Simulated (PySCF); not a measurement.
SnF4, optimised at PBE/def2-SVP:

```xyz
5

Sn    -0.0149     0.0101    -0.0168
F     -0.0153     0.7706    -1.7887
F     -0.0214    -1.9140    -0.1426
F      1.5637     0.5846     0.9297
F     -1.5864     0.5951     0.9351
```

Method: PySCF energies (xtb for GFN2) plus ideal-gas RRHO corrections (1 bar). All species are closed-shell singlets. Sn: scalar-relativistic def2 core potential, no spin-orbit coupling.

List the harmonic frequencies (cm⁻¹, unscaled) at this level and at the other levels, each on its own geometry.


- PBE/def2-SVP: 126, 129, 171, 173, 174, 604, 654, 654, 654
- GFN2-xTB: 74, 74, 97, 97, 97, 241, 451, 451, 451
- PBE0/def2-TZVP: 141, 142, 186, 187, 187, 656, 688, 688, 688
